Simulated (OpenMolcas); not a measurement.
## O VI: from CASSCF to CASPT2

| Property | Result |
| --- | --- |
| Program | OpenMolcas 26.06 |
| Basis | ANO-RCC-VDZ [3s2p] |
| Scalar Hamiltonian | DKH4, point nucleus |
| Active space | 1 electron in 8 orbitals (2s 2p 3s 3p) |
| State averaging | 2S+1 = 2 even, 1 root; 2S+1 = 2 odd, 3 roots |
| Spin-orbit coupling | state interaction with AMFI integrals over the reference wave functions, term energies averaged over their components |

Methods on the same reference wave functions:
A. CASSCF
B. SS-CASPT2, IPEA 0.25 Eh, imaginary shift 0.1 Eh (closed shells correlated: 1s)

Energies in cm⁻¹ above 2s ²S_1/2, the measured ground level; measured values from Moore, Selected Tables of Atomic Spectra, NSRDS-NBS 3, section 8.

```csv
Level,A,B,Measured
2s ²S_1/2,0.0,0.0,0.0
2p ²P°_1/2,120497,120477,96375
2p ²P°_3/2,120845,120825,96908
```

Deviations, from unrounded energies. A percentage is the sum of absolute deviations over the sum of measured energies, with the sign that they share, or ± where signs differ.

```json
{"Against measurement": "mean absolute deviation (cm-1)", "Levels": "2", "A": "24000", "B": "24000"}
{"Against measurement": "other configurations (%)", "Levels": "2", "A": "+24.9", "B": "+24.8"}
```

A, B lie about equally close to measurement. The largest miss of B in the table is 2p ²P°_1/2, by +24000 cm-1. The ranking rests on the paired levels alone, and a cruder setting can come out closer through cancelling errors.

The lowest spin-free term lies below A's lowest term by 0.001 hartree in B.

With one active electron outside closed inactive shells, the extra shells (3p 3s) add no correlation to the reference. The basis is small and was not contracted for so high a charge. With one active electron the reference holds no correlation, so core polarisation is missing (holds for A). With one active electron, CASPT2 adds the correlation within the correlated inactive shells and between them and that electron, and leaves the splitting within a term as the reference gives it (holds for B). Measured partners are found by configuration, term and J. A level has none where our copy of the source lacks it or the pairing is in doubt (some pairs that miss far off the trend of their configuration count as doubtful), and it then counts in no deviation. Only configurations of the active space appear.

° marks odd parity.
